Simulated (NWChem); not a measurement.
C2H3F3Si; SMILES C=C(F)[SiH](F)F

```xyz
9

C     -1.2308    -1.5619     0.5617
C     -0.0859    -1.0802     0.0813
F      0.9613    -1.8907    -0.1465
Si     0.2090     0.7127    -0.3447
F     -1.1870     1.4779    -0.0825
F      1.3068     1.3497     0.6486
H     -1.3498    -2.6249     0.7901
H     -2.0685    -0.8842     0.7342
H      0.6595     0.9477    -1.7315
```
Atoms are numbered in this order, from 1.

Results from NWChem. Pople sets run with spherical d functions. The geometry was optimised at PBE0/def2-SVP. GIAO values for the isolated, static molecule; σ is the absolute isotropic shielding, δ = σ(reference) − σ with the isolated reference molecule computed at the same levels (13C: tetramethylsilane, 19F: trichlorofluoromethane, 1H: tetramethylsilane).

```json
[
 {"level": "BHandHLYP/pcSseg-1", "δ C1 (ppm)": "121.8", "δ C2 (ppm)": "173.4", "δ F3 (ppm)": "-109.0", "δ F5 (ppm)": "-148.7", "δ F6 (ppm)": "-135.3", "δ H7 (ppm)": "5.89", "δ H8 (ppm)": "5.68"},
 {"level": "Hartree-Fock/6-31G*", "δ C1 (ppm)": "116.5", "δ C2 (ppm)": "157.2", "δ F3 (ppm)": "-97.0", "δ F5 (ppm)": "-108.0", "δ F6 (ppm)": "-95.4", "δ H7 (ppm)": "5.81", "δ H8 (ppm)": "5.60"},
 {"level": "B3LYP/6-311G**", "δ C1 (ppm)": "115.5", "δ C2 (ppm)": "171.7", "δ F3 (ppm)": "-121.9", "δ F5 (ppm)": "-172.5", "δ F6 (ppm)": "-159.4", "δ H7 (ppm)": "5.64", "δ H8 (ppm)": "5.46"}
]
```
